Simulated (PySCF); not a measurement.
Cl2FH3Si2, SMILES F[Si](Cl)([SiH3])Cl.

Coordinates come from a r2SCAN-D4/def2-SVP optimisation. This is a generated structure with no PubChem entry under its InChIKey; it may be hypothetical.

All values below come from PySCF with HF/def2-TZVP.

Symmetry labels are those of the subgroup Cs that the program uses (full group Cs).

Computed valence orbital energies around the gap with their symmetry:
```json
[
 {"orbital": "HOMO−7", "symmetry": "A\"", "energy (eV)": "-15.13"},
 {"orbital": "HOMO−6", "symmetry": "A'", "energy (eV)": "-14.32"},
 {"orbital": "HOMO−5", "symmetry": "A'", "energy (eV)": "-13.97"},
 {"orbital": "HOMO−4", "symmetry": "A\"", "energy (eV)": "-13.87"},
 {"orbital": "HOMO−3", "symmetry": "A'", "energy (eV)": "-13.57"},
 {"orbital": "HOMO−2", "symmetry": "A\"", "energy (eV)": "-13.18"},
 {"orbital": "HOMO−1", "symmetry": "A\"", "energy (eV)": "-12.83"},
 {"orbital": "HOMO", "symmetry": "A'", "energy (eV)": "-11.71"},
 {"orbital": "LUMO", "symmetry": "A'", "energy (eV)": "2.72"},
 {"orbital": "LUMO+1", "symmetry": "A\"", "energy (eV)": "2.97"},
 {"orbital": "LUMO+2", "symmetry": "A'", "energy (eV)": "3.17"},
 {"orbital": "LUMO+3", "symmetry": "A'", "energy (eV)": "3.98"}
]
```
